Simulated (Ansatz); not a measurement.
C₃H₇AlO₂, relaxed with RKS PBE0-D4/def2-TZVP in the Gaussian-basis code of Ansatz from a PBE-D4/def2-SVP geometry. The force threshold is 0.005 eV/Å; the program also tests the step.

Total charge 0; spin multiplicity 1. The bonds changed during the relaxation, so this is another structure than the one it started from.

Start:

```xyz
13

C     0.347    1.044    1.282
C     0.100   -0.180    0.455
Al   -1.169   -0.662   -0.976
O    -2.263    0.475   -1.663
C     1.244   -1.018    0.035
O     0.779   -0.129   -1.010
H    -0.336    1.873    1.008
H     0.134    0.791    2.343
H     1.396    1.407    1.220
H    -1.340   -2.181   -1.409
H    -2.261    1.429   -1.495
H     1.107   -2.098   -0.171
H     2.261   -0.751    0.382
```

```csv
step,energy (eV),largest force (eV/Å),largest move (Å)
1,-13908.4073,0.650,0.000
2,-13908.4629,0.412,0.039
3,-13908.4750,0.119,0.029
4,-13908.4760,0.039,0.009
5,-13908.4763,0.016,0.008
6,-13908.4763,0.010,0.004
7,-13908.4763,0.008,0.006
8,-13908.4763,0.004,0.003
```

End:

```xyz
13

C     0.340    1.033    1.271
C     0.082   -0.185    0.457
Al   -1.150   -0.662   -0.981
O    -2.222    0.479   -1.642
C     1.220   -1.004    0.040
O     0.735   -0.130   -0.994
H    -0.344    1.845    1.019
H     0.163    0.778    2.322
H     1.370    1.392    1.177
H    -1.317   -2.176   -1.386
H    -2.193    1.419   -1.482
H     1.097   -2.066   -0.169
H     2.218   -0.722    0.368
```

Run time 39 s (4 threads of an Arm Neoverse V2 on a shared host); peak host memory 0.69 GiB.
